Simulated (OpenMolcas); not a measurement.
# V4+, Nb4+, Ta4+: d down the group

* Program: OpenMolcas 26.06
* Method: CASSCF
* Basis: ANO-R3
* Scalar Hamiltonian: X2C, finite nucleus
* Spin-orbit coupling: state interaction with AMFI integrals over the reference wave functions, term energies averaged over their components

Active space for each ion: 1 electron in 5 orbitals (d).

Computed levels in cm-1 above ²D_3/2:

```
                               Level  V4+  Nb4+  Ta4+
                              ²D_5/2  621  1782  6809
weight of ²D in the lowest level (%)  100   100   100
```

Measured, with the error of the calculation in %. Measured levels: V4+ from Sugar and Corliss, J. Phys. Chem. Ref. Data 7, 1191 (1978); Nb4+ from Moore, Atomic Energy Levels, vol. II, NSRDS-NBS 35 (1971 reprint of NBS Circular 467, 1952).

```
 Level         V4+         Nb4+
²D_5/2  625 (-0.7)  1870 (-4.7)
```

The fine-structure level ²D_5/2 changes by a factor of 11 from V4+ to Ta4+.

With one active electron the reference holds no correlation, so core polarisation is missing. Measured partners are found by configuration, term and J. A level has none where our copy of the source lacks it or the pairing is in doubt (some pairs that miss far off the trend of their configuration count as doubtful), and it then counts in no deviation. Only configurations of the active space appear.
